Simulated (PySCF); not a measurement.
C₃H₉FSi, SMILES CC[Si@H](C)F. Atoms are numbered in the order given.

```xyz
14

C      1.7732    -1.5440     0.0010
C      1.0882    -0.3875    -0.7422
Si    -0.2126     0.5068     0.2721
C     -1.6308    -0.6126     0.7544
F     -0.8145     1.7255    -0.6439
H      2.5441    -2.0272    -0.6202
H      1.0520    -2.3255     0.2913
H      2.2679    -1.1970     0.9234
H      1.8361     0.3567    -1.0687
H      0.6053    -0.7539    -1.6660
H      0.3999     1.1357     1.4783
H     -1.2809    -1.4232     1.4146
H     -2.4142    -0.0544     1.2912
H     -2.0873    -1.0723    -0.1373
```
Charge 0, spin multiplicity 1.

Coordinates come from a B3LYP-D3(BJ)/def2-SVP optimisation. The structure was generated by enumeration; whether it is a known compound was not checked. One conformer was computed; it need not be the lowest.

Method: HF/pcSseg-1 in PySCF.

GIAO shieldings, no solvent; atoms listed in one row are averaged. δ = σ(ref) − σ: ¹³C against TMS (σ = 192.6 ppm); ²⁹Si against TMS (σ = 393.8 ppm); ¹⁹F against CFCl3 (σ = 238.5 ppm); ¹H against TMS (σ = 31.99 ppm), references at their B3LYP-D3(BJ)/def2-TZVP geometries, non-relativistic.

Problem. Estimate the chemical shifts. (Estimate from the structure and the level; the computed values follow.)

Solution. 
| nucleus | atoms | count | δ (ppm) |
|---|---|---|---|
| ¹³C | C1 | 1 | 8.9 |
| ¹³C | C2 | 1 | 8.4 |
| ¹³C | C4 | 1 | -0.3 |
| ²⁹Si | Si3 | 1 | 18.5 |
| ¹⁹F | F5 | 1 | -159.9 |
| ¹H | H11 | 1 | 4.76 |
| ¹H | H6, H7, H8 | 3 | 1.22 |
| ¹H | H9 | 1 | 1.00 |
| ¹H | H10 | 1 | 0.83 |
| ¹H | H12, H13, H14 | 3 | 0.63 |
